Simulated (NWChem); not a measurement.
# SiNH$_{2}$Br, singlet; SMILES N[Si]Br

```xyz
5

Si     0.7137     1.1875     0.0000
Br    -0.0484    -0.9994     0.0000
N     -0.8140     1.9758     0.0000
H     -1.7274     1.5318     0.0000
H     -0.8729     2.9897     0.0000
```
Atoms are numbered in this order, from 1.

All runs: NWChem. Low-valent species are run as closed-shell singlets; no triplet was tried in these runs. Geometry: optimised at B3LYP/6-31G* (spherical d).

### Question
Predict the results for B3LYP/pcseg-2. Quantities: highest occupied level (eV); orbital gap (eV); dipole (D).

### Answer
```yaml
highest occupied level (eV): -7.01
orbital gap (eV): 5.01
dipole (D): 2.98
```
